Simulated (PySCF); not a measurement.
H2O3S, SMILES OS(O)=O. Heavy atoms are numbered as in [O:1]=[S:2]([OH:3])[OH:4]. Hydrogens are named by the atom that carries them.

Geometry: B3LYP-D3(BJ)/def2-SVP. One conformer was computed; it need not be the lowest.

All values below come from PBE/pcSseg-2 (PySCF).

GIAO shieldings, no solvent; atoms alike by connectivity are averaged. δ = σ(ref) − σ: ¹⁷O against H2O (σ = 327.5 ppm); ³³S against H2S (σ = 705.0 ppm); ¹H against TMS (σ = 31.47 ppm), references at their B3LYP-D3(BJ)/def2-TZVP geometries, non-relativistic.

Computed chemical shifts:
```
nucleus    atoms  count  δ (ppm)
-------  -------  -----  -------
¹⁷O           O1      1    291.7
¹⁷O      O3 (OH)      2    259.9
³³S           S2      1    761.6
¹H       H on O3      2     4.24
```
